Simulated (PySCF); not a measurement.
# Orbital energies and ionisation energy

Compound: C₈H₁₈O.
Cartesian coordinates in Å at the PBE0-D3(BJ)/def2-SVP level; atoms count from 1:
```xyz
27
C8H18O angstrom
C      1.2787    1.0033   -1.3057
C      1.2406    0.1315   -0.0511
C      1.6045    0.9583    1.1864
C      2.2529   -1.0027   -0.2031
O      0.0171   -0.5702    0.1399
C     -1.3068   -0.0585    0.0289
C     -1.5277    1.2854    0.7224
C     -1.7495    0.0184   -1.4359
C     -2.1358   -1.1264    0.7406
H      0.5800    1.8500   -1.2489
H      1.0428    0.4133   -2.2030
H      2.2895    1.4208   -1.4295
H      1.4784    0.3445    2.0905
H      2.6549    1.2833    1.1329
H      0.9845    1.8583    1.2899
H      3.2738   -0.6129   -0.3293
H      1.9953   -1.6195   -1.0764
H      2.2263   -1.6479    0.6871
H     -2.5957    1.5474    0.6751
H     -1.2372    1.2361    1.7816
H     -0.9698    2.1022    0.2430
H     -1.2702    0.8443   -1.9775
H     -2.8384    0.1681   -1.4982
H     -1.5003   -0.9228   -1.9476
H     -3.2093   -0.8880    0.7057
H     -1.8216   -1.2064    1.7914
H     -1.9732   -2.1035    0.2629
```

Level: B3LYP/def2-SVPD (PySCF). Frontier orbitals with their largest atomic shares (Löwdin; up to four atoms above 4 %):

| orbital | ε (eV) | main atoms |
| --- | --- | --- |
| HOMO−3 | -9.08 | C8 12 %, C3 12 %, C2 10 %, C6 10 % |
| HOMO−2 | -8.76 | C9 12 %, C4 11 %, C6 11 %, C2 11 % |
| HOMO−1 | -7.88 | O5 45 %, C2 9 %, C6 9 %, C7 6 % |
| HOMO | -6.92 | ? |
| LUMO | 0.29 | C7 8 %, C1 8 %, C3 7 %, C8 7 % |
| LUMO+1 | 0.95 | C4 8 %, C9 8 %, H25 7 %, H16 7 % |
| LUMO+2 | 1.24 | H21 10 %, H10 10 %, C4 7 %, C9 7 % |

Q: What vertical ionisation energy does ΔSCF give, and how far is −ε(HOMO) from it?

A: ΔSCF: 8.96 eV (865 kJ/mol; threshold wavelength 138 nm); ⟨S²⟩ of the doublet left behind is 0.754, against 0.75 for a pure doublet. −ε(HOMO) is 6.92 eV, 2.04 eV below it. For the exact functional −ε(HOMO) would equal the first vertical ionisation energy; B3LYP (global hybrid, 20 % exact exchange) falls short of its own ΔSCF value by 23 %.

Q: On which atoms does the HOMO lie?

A: O5 (ether oxygen) 57 %, C8 (methyl carbon) 7 %, C3 (methyl carbon) 7 %, C6 (sp3 carbon bound to oxygen) 6 %, so more than half of it is on one atom. The HOMO−1 lies 0.96 eV lower.

Q: How many of the 10 lowest singlet excitations (vertical TDDFT, same level) lie below the ionisation energy?

A: All 10; they run from 6.42 to 8.17 eV.

Q: Shift the occupied levels rigidly so that −ε(HOMO) equals the ΔSCF value. What binding energies result?

A: The shift is +2.04 eV: HOMO 8.96, HOMO−1 9.92, HOMO−2 10.80, HOMO−3 11.12 eV. A rigid shift is only a rough guide to the deeper ionisations.

Q: What total energies stand behind the ΔSCF value?

A: E(N) = -390.66008 Eh and E(N − 1) = -390.33076 Eh at the same geometry, 0.32932 Eh apart.

Q: With α = 104.6 au, estimate the like-pair dispersion coefficient by London's formula C6 = (3/4)α²I.

A: I = 0.3293 Eh, so C6 ≈ 2700 au, a rough estimate.

Geometry: PBE0-D3(BJ)/def2-SVP; no solvent, vibrations or thermal averaging.
